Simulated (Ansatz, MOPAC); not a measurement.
Molecule: ZnI, net charge 1, singlet state. SMILES: [Zn+][I]

Atoms: Zn1, I2. Bonds: Zn1-I2.

Bond lengths (Å) and angles (degrees) optimised at AM1 with MOPAC; PM7 with MOPAC; MNDO with MOPAC; MP2/LANL2DZ with Ansatz (an electronic-structure program), each started from the B3LYP-D3(BJ)/def2-TZVP structure (Ansatz) of the last column. A row stands for all coordinates that are equal there.

```
coordinate    AM1    PM7   MNDO  MP2/LANL2DZ  B3LYP-D3(BJ)/def2-TZVP
----------  -----  -----  -----  -----------  ----------------------
Zn1-I2      2.297  2.583  2.392        2.476                   2.406
```

Mean signed difference of all 1 bond lengths from B3LYP-D3(BJ)/def2-TZVP: AM1 -0.109 Å, PM7 0.178 Å, MNDO -0.014 Å, MP2/LANL2DZ 0.071 Å.
